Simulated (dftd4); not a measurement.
F3La, triplet, at a GFN2-xTB geometry (such geometries of metal compounds can be far from the true shape) (the multiplicity is a formal guess); D4 for pbe0 (dftd4).

The dftd4 input:
```
$ dftd4 mol.xyz --func pbe0 --charge 0 --json dftd4.json --noedisp

# file mol.xyz
4

La     0.00000000    -0.00000000     0.00000000
F     -1.73418446    -1.07254064     0.04451376
F      0.01511140     1.88215686    -0.78547938
F      1.71907306    -0.80961621     0.74096562
```

Problem. Predict the main parts of the log of this dftd4 run.

Solution. 
```
                    ____  _____ _____     ____  _  _
      -------------|  _ \|  ___|_   _|---|  _ \| || |------------
     |             | | | | |_    | | ___ | | | | || |_           |
     |             | |_| |  _|   | ||___|| |_| |__   _|          |
     |             |____/|_|     |_|     |____/   |_|            |
     |             ===================================           |
     |            E. Caldeweyher, S. Ehlert & S. Grimme          |
     |          Mulliken Center for Theoretical Chemistry        |
     |                    University of Bonn                     |
      -----------------------------------------------------------

Rational (Becke-Johnson) damping: pbe0-D4-ATM
---------------------
  s6         1.0000
  s8         1.2007
  s9         1.0000
  a1         0.4009
  a2         5.0293
 alp        16.0000
--------------------

Dispersion energy:      -2.2336480860013E-03 Eh

[Info] JSON dump of results written to 'dftd4.json'
```
